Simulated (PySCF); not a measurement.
C₂HBr₂Cl, SMILES C(=C/Br)(/Cl)Br. Atoms are numbered in the order given.

```xyz
6

Cl    -1.8388    -0.2338     0.0000
C     -0.1454    -0.4610     0.0000
Br     0.4428    -2.2470     0.0000
C      0.7495     0.5338     0.0000
Br     0.2947     2.3388     0.0000
H      1.8193     0.3228     0.0000
```
Charge 0, spin multiplicity 1.

Coordinates come from a PBE0-D3(BJ)/def2-SVP optimisation.

Two levels are set side by side: PBE/pcSseg-1 (PySCF) and B3LYP/pcSseg-1 (PySCF). GIAO shifts against HCl (³⁵Cl), TMS (¹H), TMS (¹³C) at the same level; non-relativistic, no solvent, atoms listed together averaged. Without spin–orbit terms, shifts of atoms bonded to Cl or Br come out too high at both levels. Differences are taken from unrounded values.

| quantity | B3LYP | PBE | PBE minus B3LYP |
|---|---|---|---|
| δ(³⁵Cl) of Cl1 (ppm) | 348.2 | 368.8 | 20.7 |
| δ(¹³C) of C2 (ppm) | 148.9 | 143.5 | -5.4 |
| δ(¹³C) of C4 (ppm) | 132.3 | 126.1 | -6.2 |
| δ(¹H) of H6 (ppm) | 6.57 | 6.49 | -0.08 |

Rough cost on one machine, each run with all the roots and properties that it gave: B3LYP against PBE within a factor of 2.
